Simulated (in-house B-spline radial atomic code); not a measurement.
Values are calculated unless marked as measured or tabulated.
# Ghost states of the separable form: Ag

Ag, [Kr] 4d10 5s1, non-relativistic PBE, spherical and spin-unpolarised, from an all-electron radial atomic-structure program (B-spline basis) (atomic units; all potentials screened as in the neutral atom).

Troullier-Martins channels: 5s (ε = -0.1467, r_c = 2.983 bohr), 4d (ε = -0.2907, r_c = 1.154 bohr). In the Kleinman-Bylander form one channel serves as the local potential, and each other channel l becomes |δV u><u δV|/<u|δV|u>, with δV = V_l − V_local and u the pseudo-orbital. Its strength is E_KB = <u|δV²|u>/<u|δV|u>. By the analysis of Gonze, Stumpf and Scheffler a spurious state lies below the reference level ε if E_KB > 0 and ε is above the second level of the local potential alone, or if E_KB < 0 and ε is above its first. The table's levels are those of angular momentum l in a sphere of 9 bohr, whose wall can lift a shallow ε a little above its free-atom value.

```json
{"local": "s", "channel": "d", "<u δV u>": "-3.867", "<u δV² u>": "27.248", "ε": "-0.2907", "first local level": "0.1066", "second local level": "0.3508"}
{"local": "d", "channel": "s", "<u δV u>": "0.22909", "<u δV² u>": "1.0365", "ε": "-0.1455", "first local level": "-7.6718", "second local level": "-1.0823"}
```

**Question.** Apply the rule to each row.

**Answer.** Local s, channel d: E_KB = -7.05, so ε = -0.2907 is set against 0.1066: no ghost. Local d, channel s: E_KB = +4.52, so ε = -0.1455 is set against -1.0823: a ghost.

Diagonalising the separable Hamiltonian gives:

```csv
local,channel,three lowest levels,"all-electron, two lowest valence levels"
s,d,"-0.2906, 0.1240, 0.4110","-0.2907, 0.1230"
d,s,"-5.0751, -0.1455, 0.1117","-0.1455, 0.1125"
```

**Question.** Which choices of local channel are safe?

**Answer.** Free of ghosts: s. With d local the s channel has a ghost 4.93 hartree below ε, since the local potential binds more than one state below ε, and a repulsive term of rank one raises each level at most to the next, so it clears only one of them. Among the safe choices the second level, which tests transfer, is off by at most 1.0 millihartree (s local).
